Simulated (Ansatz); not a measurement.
Coupled-cluster run, C₄H₇B, SMILES `C#CBCC`.

```yaml
crystal:
  periodic: [false, false, false]
  atoms:
    - {symbol: C, position_ang: [-3.179778, -0.055550, -0.264115]}
    - {symbol: C, position_ang: [-2.032938, 0.068317, 0.097182]}
    - {symbol: B, position_ang: [-0.596746, 0.211278, 0.552575]}
    - {symbol: C, position_ang: [0.591181, 0.035585, -0.438466]}
    - {symbol: C, position_ang: [1.969234, -0.188188, 0.169587]}
    - {symbol: H, position_ang: [-4.192366, -0.163638, -0.578467]}
    - {symbol: H, position_ang: [-0.402666, 0.513109, 1.697129]}
    - {symbol: H, position_ang: [0.581325, 0.986523, -1.002246]}
    - {symbol: H, position_ang: [0.357331, -0.716091, -1.200544]}
    - {symbol: H, position_ang: [2.212878, 0.593825, 0.892670]}
    - {symbol: H, position_ang: [2.754062, -0.197263, -0.590457]}
    - {symbol: H, position_ang: [2.015384, -1.143007, 0.699051]}
basis:
  gaussian: {orbitals: def2-SVP}
correlation: {method: ccsd_t}
```

```sh
$ ansatz run in.yaml --threads 4 --pin off --events-out ev --progress --plain --max-ram 10444MiB
```

Log, shortened:

```
Functional definition: HF
1090 factors; integrals over basis functions are off by at most 1.4e-3 eV
mean field evaluation 1: about -4896.0661 eV, gradient 3.1e1 eV
mean field evaluation 2: about -4896.1900 eV, gradient 3.1e1 eV
mean field evaluation 4: about -4899.1128 eV, gradient 3.9e0 eV
mean field evaluation 8: about -4899.1650 eV, gradient 8.8e-4 eV
mean field -4899.16502757 eV, -180.0409939900 hartree, gradient 7.7e-7 eV, S^2 0.000000; 0 other end points of the search recorded, 0 dependent functions left out
5 core orbitals not correlated: weight in the atoms' cores, before any rotation towards them, 1.000 or more for the frozen orbitals, at most 0.000 for the correlated occupied ones
reference -4899.16502757 eV, -180.0409939900 hartree; 13, 13 occupied and 87, 87 virtual orbitals, 1090 factors
second order -16.73434613 eV of doubles, -0.00000000 eV of singles
cycle   1  -17.54149689 eV  change   -8.1e-1 eV  update   9.8e-2
cycle   2  -18.06229959 eV  change   -5.2e-1 eV  update   3.0e-2
cycle   3  -18.16759779 eV  change   -1.1e-1 eV  update   1.3e-2
cycle   4  -18.17143725 eV  change   -3.8e-3 eV  update   4.2e-3
cycle   5  -18.17274897 eV  change   -1.3e-3 eV  update   1.5e-3
cycle   6  -18.17263695 eV  change    1.1e-4 eV  update   5.0e-4
cycle   7  -18.17272147 eV  change   -8.5e-5 eV  update   1.5e-4
cycle   8  -18.17274304 eV  change   -2.2e-5 eV  update   6.7e-5
cycle   9  -18.17271428 eV  change    2.9e-5 eV  update   2.9e-5
cycle  10  -18.17270481 eV  change    9.5e-6 eV  update   9.7e-6
perturbative correction -0.65395598 eV, -0.0240324389 hartree
Total energy: -4917.99168836 eV, -180.7328610128 hartree
```

It took 4.7 s on 4 threads of an Arm Neoverse V1 on a shared host, with 0.5 GiB of host memory at the peak.

The correlation energy is -18.827 eV, 3.5 % of it from (T); the T1 diagnostic reads 0.0116.
